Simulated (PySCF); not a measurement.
# How methods differ on the electron affinity of In

In⁻ [Kr] 4d10 5s2 5p2 (3P) → In [Kr] 4d10 5s2 5p1 (2P), as a difference of total energies. Computed with PySCF 2.14 in aug-cc-pVTZ-PP with one added diffuse shell each of d, f type with ECP28MDF (6s5p5d3f, 67 functions), with a scalar-relativistic core potential. Correlated levels: valence: 4s2 4p6 4d10 frozen. The calculations carry no spin-orbit coupling.

Q: Order these methods by the electron affinity they give, lowest first.
A. CCSD (valence)
B. CCSD(T) (valence)
C. SCS-MP2 (valence)
D. UHF

A: D (0.076 eV), C (0.272 eV), A (0.383 eV), B (0.420 eV).

The reference lies between the lowest fine-structure levels, while these numbers refer to the centres of the terms.

Errors of the correlated levels include the incompleteness of this basis and the frozen core.

For comparison: 0.384 eV (measured; photodetachment measurements, as compiled on the Wikipedia data page of electron affinities).
